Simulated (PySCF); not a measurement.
An unknown is described by computed data only.

Formula: C4H4F2O2S.

| Property | Result |
| --- | --- |
| Rotational structure | rotational constants A, B, C: 1.842, 1.584, 1.202 GHz [GFN2-xTB] |
| Polarisability | 70.9 au [PBE0/def2-SVPD] |
| UV, first state | lowest singlet excitation: 5.37 eV (231 nm, f = 0.035) [TDDFT PBE0/def2-SVPD] |
| Dipole | 4.90 D [PBE0/def2-SVPD] |
| 1H NMR | chemical shifts (computed TMS as zero) by class: 7.06 (2 H), 5.92 (2 H) ppm [GIAO PBE0/pcSseg-1] |
| NMR, other nuclei | isotropic shieldings of nuclei other than C and H, by class: 118 (2 O), 375 (2 F), 118 (1 S) ppm [GIAO PBE0/pcSseg-1] |
| 13C NMR | chemical shifts (computed TMS as zero) by class: 143.1 (2 C), 106.0 (2 C) ppm [GIAO PBE0/pcSseg-1] |
| Triplet | lowest triplet excitation (Tamm–Dancoff): 4.05 eV [TDA PBE0/def2-SVPD] |

Gas-phase values; electronic properties from PySCF, density fitting. Levels stand in brackets. Geometry: GFN2-xTB, one conformer, isolated molecule. Each NMR value is the plain mean over a class of atoms that symmetry, rotation or inversion makes alike.

Question: Propose a structure and show how it fits.

Answer: Numbering: `[O:1]=[S:2]1(=[O:3])[C@@H:4]([F:5])[CH:6]=[CH:7][C@@H:8]1[F:9]`. 4 carbons fall into 2 classes; from least to most shielded: alkene CH carbon [C6/C7] (143.1 ppm, 2 C, up to 13.4 ppm apart in this geometry), sp3 C–F carbon [C4/C8] (106.0 ppm, 2 C). Hydrogen classes from least to most shielded: 2 H on 2 alkene CH carbons, C6/C7 (7.06 ppm), 2 H on 2 sp3 C–F carbons, C4/C8 (5.92 ppm). The other shieldings belong to: 118 ppm, sulfonyl oxygen [O1/O3]; 375 ppm, alkyl fluorine [F5/F9]; 118 ppm, sulfonyl sulfur [S2]. S1 is mainly HOMO→LUMO (weight 0.95); the largest Löwdin shares of the orbital it empties are 0.20 on a sulfonyl oxygen, 0.15 on a sulfonyl oxygen, 0.13 on an sp3 C–F carbon and 0.11 on an sp3 C–F carbon, of the orbital it fills 0.30 on an alkene CH carbon, 0.27 on an alkene CH carbon, 0.08 on an sp3 C–F carbon and 0.07 on an sp3 C–F carbon. The optimised geometry has point group C1 and is an asymmetric top. Structure: `O=S1(=O)[C@@H](F)C=C[C@@H]1F`. The assignments are read from this structure; whether some other isomer fits the data as well wasn't checked. The mirror image fits equally.
